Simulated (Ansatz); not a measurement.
Clusters of 12 atoms, chalcogenide: r2SCAN-D4/def2-TZVP single points in Ansatz on relaxed structures, gas phase. Each cluster is the lowest isomer that a short search found in that spin, judged at the geometry's level, and lower ones may exist. Core potentials for Ag, Te, W, no spin–orbit coupling. HOMO and LUMO are taken over both spins. Singlets are spin-restricted. Levels of anions in sets without diffuse functions are rough. The structures are stationary points that may keep the symmetry of their start. Remarks come from the PBE and PBE0 runs and from stability tests at other levels; not every state was tested.

```
species  atoms    state          geometry  HOMO (eV)  LUMO (eV)  gap (eV)          lowest of the spins relaxed  point group (within 0.1 Å)
Cu8Te4⁻     12  doublet   PBE-D4/def2-SVP      -1.44      -0.65      0.79                                    –                           –
  Li8S4     12  singlet  PBE0-D4/def2-SVP      -4.86      -1.06      3.80  singlet, of singlet/triplet/quintet                         C3v
 W4Se8⁺     12  doublet   PBE-D4/def2-SVP      -9.18      -8.55      0.63                                    –                           –
Ag8Te4⁺     12  doublet   PBE-D4/def2-SVP      -8.96      -8.70      0.26                                    –                          Cs
 W4Se8⁻     12  doublet   PBE-D4/def2-SVP      -1.61      -1.08      0.53                                    –                           –
```

**Question.** Estimate the rows for W4Se8 (singlet, r2SCAN-D4/def2-SVP geometry); Cu8Te4 (singlet, PBE-D4/def2-SVP geometry).

**Answer.** 
```csv
species,atoms,state,geometry,HOMO (eV),LUMO (eV),gap (eV),lowest of the spins relaxed,point group (within 0.1 Å),remarks
W4Se8,12,singlet,r2SCAN-D4/def2-SVP,-5.34,-4.63,0.71,–,–,restricted SCF unstable in HF
Cu8Te4,12,singlet,PBE-D4/def2-SVP,-5.21,-3.15,2.06,–,D2d,–
```

The gap (eV) runs from 0.26 (Ag8Te4⁺) to 3.80 (Li8S4).
